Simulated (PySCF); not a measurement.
## Working out the ionisation energy of Ru

Ru [Kr] 4d7 5s1 (5F) → Ru⁺ [Kr] 4d7 (4F). All numbers are calculated (PySCF 2.14, the spin-free X2C one-electron Hamiltonian (Gaussian nucleus), in x2c-TZVPPall (8s6p6d2f1g, 79 functions)). Frozen: [Kr]. Energies in hartree (1 hartree = 27.21139 eV):

| part | Ru (lower) | Ru⁺ (upper) |
| --- | --- | --- |
| UHF | -4527.989617 | -4527.758220 |
| CCSD correlation | -0.186513 | -0.159491 |
| (T) | -0.006915 | -0.004796 |

**Question.** What does Hartree-Fock give?

**Answer.** (-4527.758220) − (-4527.989617) = 0.231397 hartree = 6.297 eV.

**Question.** What do CCSD and CCSD(T) give?

**Answer.** The CCSD correlation energies differ by 0.027022 hartree = 0.735 eV and the triples by 0.002119 hartree = 0.058 eV, so CCSD gives 7.032 eV and CCSD(T) 7.090 eV.

Measured between the centres of the two terms (NIST): 7.365 eV, so CCSD(T) (valence) is off by -0.275 eV.

What remains against the reference includes basis incompleteness, the frozen core and higher excitations.
